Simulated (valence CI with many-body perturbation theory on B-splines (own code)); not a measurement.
Missing levels of Ce⁸⁺

Method: valence CI with perturbative core correlation (CI+MBPT): four valence electrons over a frozen Dirac-Fock core [Kr] 4d10, radial functions for each j: 8 s, 8 p, 9 d, 9 f, 6 g, 3 h, 2 i, with the one-electron correlation potential Σ1 (screened to all orders), the two-electron term Σ2, the three-electron term Σ3, Breit, model QED; selected single and double excitations, second order for the rest, scaled by the run's own slope (own B-spline code, finite nucleus).

No measured levels were compared; by estimate levels hold to about 250 cm⁻¹ or 0.2 % of their energy and the worst to 1 %, as in measured heavy ions of charge 2 to 7; those with d or f electrons hold less well. Core correlation moves these levels by up to 44000 cm⁻¹, and in measured spectra 5 to 20 % of such shifts remained as error; rates that hang on mixing are uncertain with them.

| Level | E (cm⁻¹) |
| --- | --- |
| (5s^2 5p1/2^2) J=0 | 0.0 |
| (5s^2 5p1/2 5p3/2) J=1 | ? |
| (5s^2 5p1/2 5p3/2) J=2 | 30143 |
| (5s^2 5p3/2^2) J=2 | 59048 |
| (4f5/2 5s^2 5p1/2) J=3 | 71951 |
| (4f7/2 5s^2 5p1/2) J=3 | 76474 |
| (4f5/2 5s^2 5p1/2) J=2 | 77608 |
| (4f7/2 5s^2 5p1/2) J=4 | ? |
| (5s^2 5p3/2^2) J=0 | 80790 |
| (4f5/2 5s^2 5p3/2) J=3 | 100360 |
| (4f7/2 5s^2 5p3/2) J=4 | 103430 |
| (4f7/2 5s^2 5p3/2) J=5 | ? |
| (4f7/2 5s^2 5p3/2) J=3 | 108030 |
| (4f5/2 5s^2 5p3/2) J=2 | ? |
| (4f5/2 5s^2 5p3/2) J=1 | 111610 |
| (4f5/2 5s^2 5p3/2) J=4 | ? |
| (4f7/2 5s^2 5p3/2) J=2 | 121320 |
| (5s 5p1/2^2 5p3/2) J=2 | 154050 |
| (4f5/2^2 5s^2) J=4 | 170490 |
| (4f5/2 4f7/2 5s^2) J=5 | ? |

Levels are named by their leading jj configuration (3d3/2^4 stands for four electrons in 3d with j = 3/2), which in mixed levels can hold well under half, so a name can repeat and another be missing.

Question: The levels stand in rising order. What does the calculation give for the missing energies?

Answer: (5s^2 5p1/2 5p3/2) J=1 23622; (4f7/2 5s^2 5p1/2) J=4 78369; (4f7/2 5s^2 5p3/2) J=5 107450; (4f5/2 5s^2 5p3/2) J=2 108300; (4f5/2 5s^2 5p3/2) J=4 114820; (4f5/2 4f7/2 5s^2) J=5 172250.
